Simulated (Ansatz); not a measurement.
Sn4⁺: single points at one geometry.

```yaml
crystal:
  periodic: [false, false, false]
  atoms:
    - {symbol: Sn, position_ang: [0.636038, -0.204168, 1.294648]}
    - {symbol: Sn, position_ang: [0.020131, 2.515998, 0.387367]}
    - {symbol: Sn, position_ang: [-0.019826, -2.515987, -0.387461]}
    - {symbol: Sn, position_ang: [-0.636353, 0.204156, -1.294553]}
basis:
  gaussian: {orbitals: def2-TZVP, initial_orbitals: start.molden}
total_charge: 1
magnetization: {spin_polarized: true, initial_magnetization: 1}
hamiltonian: {xc: {name: PBE-QIDH}}
scf: {omitted_lower_state_checks: [starts]}
```

The file start.molden holds the orbitals of an earlier run on this structure, at another level or in another basis.

```sh
$ ansatz run in.yaml --threads 4 --pin off --events-out ev --progress --plain --max-ram 4787MiB
```

Shortened log:

```
Functional definition: PBE-QIDH
1928 factors; integrals over basis functions are off by at most 3.3e-4 eV
mean field evaluation 1: about -23287.8211 eV, gradient 8.3e0 eV
mean field evaluation 2: about -23288.1637 eV, gradient 4.2e-1 eV
mean field evaluation 4: about -23288.3180 eV, gradient 9.7e-3 eV
mean field evaluation 8: about -23288.3181 eV, gradient 2.9e-6 eV
mean field -23288.31808372 eV, -855.8299041877 hartree, gradient 9.7e-8 eV, S^2 0.777230; 0 other end points of the search recorded, 0 dependent functions left out
16 core orbitals not correlated: weight in the atoms' cores, before any rotation towards them, 1.000 or more for the frozen orbitals, at most 0.000 for the correlated occupied ones
reference -23288.31809709 eV, -855.8299046789 hartree; 28, 27 occupied and 156, 157 virtual orbitals, 1928 factors
second order -37.49398693 eV of doubles, -0.00000000 eV of singles
Total energy: -23300.81609273 eV, -856.2891975474 hartree
Checks for a lower state left out: starts
```

It took 33 s on 4 threads of Arm Neoverse V2 on a shared host, peak host memory 0.99 GiB.

The first input with `gaussian: {orbitals: def2-SVP, initial_orbitals: start.molden}`, `correlation: {method: ccsd_t}`, `scf: {omitted_lower_state_checks: [starts, cluster_reference]}`, `output: {orbitals: {seedname: orbitals}}` and without the key `hamiltonian` (abridged; 54 s):

```
Functional definition: HF
mean field evaluation 16: about -23217.8793 eV, gradient 3.6e-5 eV
mean field -23217.87933391 eV, -853.2413278772 hartree, gradient 3.4e-6 eV, S^2 0.998797
16 core orbitals not correlated: weight in the atoms' cores, before any rotation towards them, 1.000 or more for the frozen orbitals, at most 0.000 for the correlated occupied ones
second order -9.80377638 eV of doubles, -0.00000000 eV of singles
cycle   1  -9.80162805 eV  change    2.1e-3 eV  update   1.7e-1
cycle   2  -10.27738095 eV  change   -4.8e-1 eV  update   6.6e-2
cycle   3  -10.45717717 eV  change   -1.8e-1 eV  update   4.4e-2
cycle   4  -10.46975330 eV  change   -1.3e-2 eV  update   2.4e-2
cycle   5  -10.48095383 eV  change   -1.1e-2 eV  update   1.6e-2
cycle   6  -10.48748252 eV  change   -6.5e-3 eV  update   9.3e-3
cycle   7  -10.49106445 eV  change   -3.6e-3 eV  update   6.2e-3
cycle   8  -10.49380247 eV  change   -2.7e-3 eV  update   4.7e-3
cycle   9  -10.49581098 eV  change   -2.0e-3 eV  update   3.7e-3
cycle  10  -10.49508902 eV  change    7.2e-4 eV  update   2.6e-3
cycle  11  -10.49694309 eV  change   -1.9e-3 eV  update   1.9e-3
cycle  12  -10.49678904 eV  change    1.5e-4 eV  update   1.4e-3
cycle  13  -10.49722948 eV  change   -4.4e-4 eV  update   9.1e-4
cycle  14  -10.49671270 eV  change    5.2e-4 eV  update   5.1e-4
cycle  15  -10.49658407 eV  change    1.3e-4 eV  update   2.5e-4
cycle  16  -10.49666789 eV  change   -8.4e-5 eV  update   1.2e-4
cycle  17  -10.49668799 eV  change   -2.0e-5 eV  update   6.3e-5
perturbative correction -0.78615667 eV, -0.0288907246 hartree
Total energy: -23229.16217857 eV, -853.6559647706 hartree
Checks for a lower state left out: starts, cluster_reference
```

First input, but with `hamiltonian: {xc: r2scan, dispersion: d4}`, `output: {forces: true, orbitals: {seedname: orbitals}}` (abridged; 17 s):

```
Functional definition: r2SCAN
mean field -23330.68805915 eV, -857.3869720655 hartree, gradient 4.7e-6 eV, S^2 0.762857
Total energy: -23330.73271828 eV, -857.3886132582 hartree
Atom 0 force    -0.233339     0.074715    -0.475030 eV/Å
Atom 1 force    -0.002838    -0.337962    -0.052178 eV/Å
Atom 2 force     0.002626     0.337982     0.052105 eV/Å
Atom 3 force     0.233551    -0.074735     0.475103 eV/Å
Dipole moment:     0.000073     0.000004    -0.000039 e Å
Checks for a lower state left out: starts
```

First input, but with `gaussian: {orbitals: STO-3G}`, `hamiltonian: {xc: hf}`, `output: {orbitals: {seedname: orbitals}}` (abridged; 13 s):

```
Functional definition: HF
mean field evaluation 16: about -649074.7061 eV, gradient 1.1e-3 eV
mean field evaluation 32: about -649075.3889 eV, gradient 2.8e-5 eV
mean field -649075.38887701 eV, -23853.0805821299 hartree, gradient 1.1e-5 eV, S^2 1.706651
Total energy: -649075.38887701 eV, -23853.0805821299 hartree
Checks for a lower state left out: starts
```

Geometry: B3LYP-D4/def2-SVP.

In the def2 sets Sn takes a core potential, while STO-3G treats all electrons; there is no spin–orbit coupling. Correlated methods freeze 16 core orbitals; core or outer-core shells of Sn are correlated, in sets that lack core-valence functions. At CCSD(T)/def2-SVP, HF/STO-3G the charge 1 doublet is spin-contaminated (final ⟨S²⟩ up to 1.71, 0.75 for a pure state). The structure comes from a short search, and lower isomers may exist.
